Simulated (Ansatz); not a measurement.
Reaction (hydrogen abstraction from the Al–H bond): `[F][AlH][O][SiH3]` + F• → `[F][Al][O][SiH3]`• + H–F

Computed with Ansatz on PBE0-D4/def2-TZVP structures; ΔE is electronic, products minus reactants. CBS: MP2 limit from def2 TZ/QZ plus the TZ coupled-cluster correction, frozen cores. This one scheme is used for every species, atoms too. Functionals use def2-TZVPP. No spin–orbit coupling; open shells (•) take unrestricted orbitals. Spin–orbit coupling would lower the free atoms: a little for F. One conformer a species, not always the lowest.

CCSD(T)/CBS gives -217.0 kJ/mol.

Problem. Another level gave -291.0 kJ/mol. Which?
A. SCS-MP2/def2-TZVPP
B. B97M-V/def2-TZVPP
C. LDA (SPW92)/def2-TZVPP
D. r2SCAN0/def2-TZVPP

Solution. C. LDA (SPW92) -291.0, r2SCAN0 -200.4, B97M-V -188.8, SCS-MP2/def2-TZVPP -213.0 kJ/mol.

Largest T1 diagnostic among the species: 0.014.

From BLYP to BHLYP (50 % exact exchange), in def2-TZVPP and without D4, ΔE moves by +50.2 kJ/mol. In def2-TZVPP, CCSD(T) changes the Hartree–Fock value by −91.7 kJ/mol (the triples alone add −8.2 kJ/mol) and MP2 by −125.5 kJ/mol. Leaving LDA and LC-ωPBE aside and taking each functional with its dispersion term where it has one, the values, not all of them listed here, spread over 66.1 kJ/mol, from PBE-D4 to BHLYP-D4. LDA lies −49.3 kJ/mol from PBE without D4.

CCSD(T)/CBS has its own doubt, a few kJ/mol and more with outer-core shells, so smaller differences from it don't rank the levels.
